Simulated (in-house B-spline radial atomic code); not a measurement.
Si+: [Ne] 3s1 3p1 3d1 (an excited or competing configuration)

Computed with an all-electron radial atomic-structure program (B-spline basis): non-relativistic LC-wPBE, spin-polarised, spherical fractional occupations, point nucleus.

Effective charges: Z_r = [3n² - l(l+1)]/(2<r>) from the radius, Z_e = n√(-2ε) from the energy, and Slater's rules. Values are occupation-weighted means over spin.

| shell | electrons | ε (eV) | <r> (bohr) | Z_r | Z_e | Slater |
| --- | --- | --- | --- | --- | --- | --- |
| 1s | 2 | -1803.4 | 0.1116 | 13.44 | 11.51 | 13.70 |
| 2s | 2 | -160.09 | 0.5688 | 10.55 | 6.86 | 9.85 |
| 2p | 6 | -116.64 | 0.5362 | 9.32 | 5.86 | 9.85 |
| 3s | 1 | -27.869 | 1.984 | 6.80 | 4.29 | 4.85 |
| 3p | 1 | -14.474 | 2.348 | 5.32 | 3.09 | 4.85 |
| 3d | 1 | -3.9068 | 4.048 | 2.59 | 1.61 | 2.00 |

The least bound orbital is 3d up at -3.907 eV, and it is also the most diffuse (<r> = 4.048 bohr).

Caution: exact exchange at fractional occupations of open shells leaves self-interaction of up to several eV.
